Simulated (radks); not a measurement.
The erbium ion Er3+, configuration [Xe] 4f11. Method: Dirac Kohn-Sham, PBE, spin-unpolarised, spherical densities, finite nucleus; open shells are shared between the two j in proportion to 2j + 1; Fermi nuclear charge, rms radius 5.2516 fm; computed with a radial shooting solver on a logarithmic mesh with Libxc functionals. Some entries of the table are withheld. Estimate them.

| orbital | occ. | eigenvalue (hartree) | r(max) (bohr) | <1/r> (bohr^-1) |
|---|---|---|---|---|
| 1s1/2 | 2 | -2106.718 | 0.01286 | 77.54 |
| 2s1/2 | 2 | -354.7488 | 0.07342 | 18.65 |
| 2p1/2 | 2 | -337.9823 | 0.05512 | 18.62 |
| 2p3/2 | 4 | -304.2905 | 0.06134 | 16.15 |
| 3s1/2 | 2 | -80.45141 | 0.2074 | 6.825 |
| 3p1/2 | 2 | -73.08587 | 0.1950 | 6.741 |
| 3p3/2 | 4 | -66.01014 | 0.2080 | 6.110 |
| 3d3/2 | 4 | -53.39981 | 0.1642 | 5.995 |
| 3d5/2 | 6 | -51.85363 | 0.1679 | 5.840 |
| 4s1/2 | 2 | -16.85584 | 0.4742 | 2.857 |
| 4p1/2 | 2 | -13.90965 | 0.4764 | 2.749 |
| 4p3/2 | 4 | -12.31347 | 0.5039 | 2.531 |
| 4d3/2 | 4 | -7.46008 | 0.5065 | (1) |
| 4d5/2 | 6 | -7.16919 | 0.5154 | (2) |
| 5s1/2 | 2 | -3.00736 | 1.104 | 1.086 |
| 5p1/2 | 2 | -2.18709 | 1.198 | 0.9642 |
| 5p3/2 | 4 | -1.97133 | 1.279 | 0.8907 |
| 4f5/2 | 4.71429 | -1.32433 | (3) | 1.721 |
| 4f7/2 | 6.28571 | -1.28178 | (4) | 1.696 |

Answer. 
(1) 4d3/2 <1/r> (bohr^-1): 2.311
(2) 4d5/2 <1/r> (bohr^-1): 2.258
(3) 4f5/2 r(max) (bohr): 0.5031
(4) 4f7/2 r(max) (bohr): 0.5083
